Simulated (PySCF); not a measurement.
Work out the structure from these simulated measurements.

Elements present: C, F, H and O. Monoisotopic mass: 164.0449 u.

- Rotational structure: rotational constants A, B, C: 2.527, 0.572, 0.518 GHz [PBE0-D3(BJ)/def2-SVP]
- UV, first state: lowest singlet excitation: 3.96 eV (313 nm, f = 0.000) [TDDFT CAM-B3LYP/def2-SVPD]
- NMR, other nuclei: isotropic shieldings of nuclei other than C and H, by class: -317 (1 O), 252 (3 F) ppm [GIAO B3LYP/pcSseg-2]
- Triplet: lowest triplet excitation (Tamm–Dancoff): 3.38 eV [TDA CAM-B3LYP/def2-SVPD]
- 13C NMR: chemical shifts (computed TMS as zero) by class: 193.9 (1 C), 155.2 (1 C), 148.8 (1 C), 146.0 (1 C), 129.3 (1 C), 126.8 (1 C), 39.6 (1 C) ppm [GIAO B3LYP/pcSseg-2]
- 1H NMR: chemical shifts (computed TMS as zero) by class: 6.79 (1 H), 6.57 (1 H), 6.01 (1 H), 5.54 (1 H), 5.43 (1 H), 3.18 (2 H) ppm [GIAO B3LYP/pcSseg-2]
- Polarisability: 89.8 au [CAM-B3LYP/def2-SVPD]

The electronic properties come from PySCF, for the isolated species, density fitting. Levels stand in brackets. Isolated species at its PBE0-D3(BJ)/def2-SVP geometry (one conformer only). NMR classes are plain means over equivalent atoms (diastereotopic ones count apart unless rotation or inversion swaps them), as if these changed places fast.

Q: Which formula fits the mass and the elements?

A: C7H7F3O (calculated 164.0449). No other formula that holds each of these elements comes within 0.0003 u with a fitting electron parity and a possible valence count.

Q: Propose a structure and show how it fits.

A: Numbering: `[CH2:1]=[CH:2][CH2:3][C:4](=[CH2:5])[C:6](=[O:7])[C:8]([F:9])([F:10])[F:11]`. Its formula, C7H7F3O, gives 3 degrees of unsaturation: 0 rings and 3 π bonds in the structure found. 7 carbons fall into 7 classes; from least to most shielded: ketone carbonyl carbon [C6] (193.9 ppm), fully substituted alkene carbon [C4] (155.2 ppm), alkene CH carbon [C2] (148.8 ppm), terminal =CH2 carbon [C5] (146.0 ppm), terminal =CH2 carbon [C1] (129.3 ppm), CF3 carbon [C8] (126.8 ppm), allylic carbon [C3] (39.6 ppm). Hydrogen classes from least to most shielded: 1 H on a terminal =CH2 carbon, C5 (6.79 ppm), 1 H on a terminal =CH2 carbon, C5 (6.57 ppm), 1 H on an alkene CH carbon, C2 (6.01 ppm), 1 H on a terminal =CH2 carbon, C1 (5.54 ppm), 1 H on a terminal =CH2 carbon, C1 (5.43 ppm), 2 H on an allylic carbon, C3 (3.18 ppm, a mean of values up to 0.9 ppm apart in this geometry). The other shieldings belong to: -317 ppm, ketone oxygen [O7]; 252 ppm, fluorine of a CF3 group [F9/F10/F11]. S1 is mainly HOMO−2→LUMO (weight 0.74); the largest Löwdin shares of the orbital it empties are 0.51 on the ketone oxygen, 0.10 on the ketone carbonyl carbon, 0.07 on the fully substituted alkene carbon and 0.07 on the CF3 carbon, of the orbital it fills 0.26 on the ketone oxygen, 0.25 on the ketone carbonyl carbon, 0.23 on a terminal =CH2 carbon and 0.12 on the fully substituted alkene carbon. The optimised geometry has point group C1 and is an asymmetric top. Structure: `C=CCC(=C)C(=O)C(F)(F)F`. The assignments are read from this structure; whether some other isomer fits the data as well wasn't checked.

The values belong to the conformer `[CH2:1]=[CH:2][CH2:3][C:4](=[CH2:5])[C:6](=[O:7])[C:8]([F:9])([F:10])[F:11]`: C1–C2–C3–C4 -116°, C2–C3–C4–C5 19°, C3–C4–C6–O7 1°, C4–C6–C8–F9 60°.
